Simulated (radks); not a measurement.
Values are calculated unless marked as measured or tabulated.
Question: Species: the silver ion Ag2+. Configuration: [Kr] 4d9. Level of theory: Dirac Kohn-Sham, BLYP, spin-unpolarised, spherical densities, point nucleus; open shells are shared between the two j in proportion to 2j + 1 (a radial shooting solver on a logarithmic mesh with Libxc functionals). Some entries of the table are withheld. Estimate them.

orbital,occ.,eigenvalue (eV),<r^2> (bohr^2)
1s1/2,2,-25342.63,(1)
2s1/2,2,-3749.816,0.02140
2p1/2,2,(2),0.01599
2p3/2,4,(3),0.01732
3s1/2,2,-705.7718,0.1554
3p1/2,2,-601.0779,0.1508
3p3/2,4,-570.1250,0.1599
3d3/2,4,-384.6896,(4)
3d5/2,6,-378.4552,(5)
4s1/2,2,(6),0.9367
4p1/2,2,-84.3836,1.086
4p3/2,4,-79.2178,1.156
4d3/2,3.6,-29.1653,2.041
4d5/2,5.4,-28.5475,2.095

Answer: 
(1) 1s1/2 <r^2> (bohr^2): 0.001308
(2) 2p1/2 eigenvalue (eV): -3486.594
(3) 2p3/2 eigenvalue (eV): -3311.172
(4) 3d3/2 <r^2> (bohr^2): 0.1409
(5) 3d5/2 <r^2> (bohr^2): 0.1437
(6) 4s1/2 eigenvalue (eV): -117.4411
